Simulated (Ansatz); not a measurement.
Molecule: C2H7BO2, charge 0, multiplicity 1. 
Structure (B3LYP-D3(BJ)/def2-TZVP (Ansatz, an electronic-structure program) minimum search):
SMILES: B(OC)OC
```xyz
12

B      0.1629     0.7393     0.2257
O      0.7528    -0.4510    -0.0634
C      2.1594    -0.6318     0.0074
O     -1.1821     0.8705     0.1461
C     -2.0056    -0.2281    -0.2401
H      0.8032     1.6932     0.5545
H      2.6654     0.2863     0.3142
H      2.5289    -0.9350    -0.9732
H      2.3807    -1.4214     0.7269
H     -1.7481    -0.5755    -1.2423
H     -1.8962    -1.0615     0.4562
H     -3.0366     0.1207    -0.2301
```

Quantity: atomisation energy (electronic, to ground-state atoms); the coupled-cluster value holds the core correlation from cc-pwCVTZ, in eV. Cores are frozen in the correlated levels unless marked. UHF or UKS for open shells. No spin-orbit coupling. Non-relativistic. CBS(X,Y): correlation extrapolated as X^-3; Hartree-Fock from the larger set. [CCSD(T)-MP2]/basis is that difference in the basis named.

Level to compare with: RI-MP2/CBS(cc-pVTZ,cc-pVQZ)+[CCSD(T)-MP2]/cc-pVTZ plus the core term (Ansatz), 50.05 eV. It is a level with limits of its own, and the differences hold the functionals' basis error too.

Question: Rank these functionals by how close they come to RI-MP2/CBS(cc-pVTZ,cc-pVQZ)+[CCSD(T)-MP2]/cc-pVTZ, closest first: r2SCAN/def2-TZVPD (Ansatz); SVWN5/def2-TZVPD (Ansatz); HSE06/def2-TZVPD (Ansatz); r2SCANh/def2-TZVPD (Ansatz).

Answer: r2SCAN/def2-TZVPD (meta-GGA, 49.95 eV, difference -0.10), HSE06/def2-TZVPD (screened hybrid, 49.79 eV, difference -0.26), r2SCANh/def2-TZVPD (hybrid meta-GGA, 49.63 eV, difference -0.42), SVWN5/def2-TZVPD (LDA, 57.10 eV, difference 7.05)
